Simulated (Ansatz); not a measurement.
NbS₃⁻, relaxed as a singlet with RKS PBE-D4/def2-SVPD in Ansatz, starting from the GFN2-xTB geometry. Force threshold 0.02 eV/Å.

In the def2 sets Nb takes a core potential; there is no spin–orbit coupling. The relaxation made no stability test and no search for a lower SCF solution. The structure comes from a short search, and lower isomers may exist.

Start:

```csv
atom,x (Å),y (Å),z (Å)
Nb1,0.454,-0.349,-0.376
S2,-0.325,-1.496,1.415
S3,-1.401,0.266,-1.522
S4,1.272,1.580,0.482
```

Q: Estimate the energy that the relaxation releases and the steps that it takes.

A: 0.20 eV, in 4 steps; 3.4 s on 4 threads of Arm Neoverse V2 on a shared host. The force fell under the threshold at step 3, but the optimiser went on. No frequencies were taken in this run, so the end may be a saddle point.

Q: Does the start keep its bonding and symmetry?

A: By distances, no bond broke or formed. The bond that changes most is Nb1–S2, from 2.26 to 2.22 Å (atoms count from 1). Point group C3v at the start, C3v at the end, both within 0.05 Å.

Q: Predict the relaxed structure.

A: 
```xyz
4

Nb    0.3186   -0.2455   -0.2640
S    -0.2847   -1.5757    1.4138
S    -1.3904    0.2350   -1.6045
S     1.3564    1.5862    0.4547
```
Bond lengths: 3 × Nb–S 2.22 Å.
